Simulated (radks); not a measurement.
Values are calculated unless marked as measured or tabulated.
Valence configurations of N I (all share [He]). Level of theory: Dirac Kohn-Sham, LDA (Slater exchange, Perdew-Wang correlation), spin-unpolarised, spherical densities, point nucleus; open shells fill j = l - 1/2 first (a radial shooting solver on a logarithmic mesh with Libxc functionals). Energies are relative to 2s2 2p3; eigenvalues in eV.

valence	E (eV)	e(2p1/2)	e(2p3/2)	e(2s1/2)
2s2 2p3	0.000	-7.247	-7.228	-18.416
2s1.5 2p3.5	5.600	-7.451	-7.432	-18.643
2s1 2p4	11.211	-7.646	-7.627	-18.860
2p5	22.467	-8.013	-7.994	-

NIST lists [He] 2s2 2p3 as the ground configuration; this level of theory agrees among the configurations tried. The energies are those of spherical spin-averaged densities, not of single terms.
